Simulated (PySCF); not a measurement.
H₇NSi₂, SMILES [SiH2]([SiH3])N.

Geometry optimised at r2SCAN-D4/def2-SVP. One conformer was computed; it need not be the lowest.

Level of theory: r2SCAN-D4/def2-SVP (PySCF).

Frequencies are harmonic and unscaled.

```csv
mode,ν (cm⁻¹),IR (km/mol),moving atoms (share of kinetic energy)
1,115,0.5,H 88 %
2,135,6.8,"N 36 %, H 32 %, Si 32 %"
3,152,25.9,H 98 %
4,329,18.3,H 95 %
5,401,5.4,"Si 75 %, H 20 %"
6,446,198.5,"H 84 %, N 14 %"
7,507,64.8,"H 62 %, Si 27 %, N 10 %"
8,553,0.8,"H 82 %, Si 18 %"
9,725,3.2,H 95 %
10,818,309.3,"H 50 %, Si 25 %, N 25 %"
11,832,140.0,"H 70 %, N 23 %"
12,881,42.4,"H 77 %, Si 18 %"
13,907,24.7,H 93 %
14,915,8.9,"H 85 %, N 12 %"
15,935,54.4,H 95 %
16,939,70.1,H 96 %
17,1551,33.2,"H 90 %, N 9 %"
18,2191,104.6,H 99 %
19,2199,22.9,H 96 %
20,2201,14.3,H 97 %
21,2207,158.0,H 97 %
22,2213,204.1,H 96 %
23,3561,29.9,H 96 %
24,3657,28.7,"H 91 %, N 9 %"
```
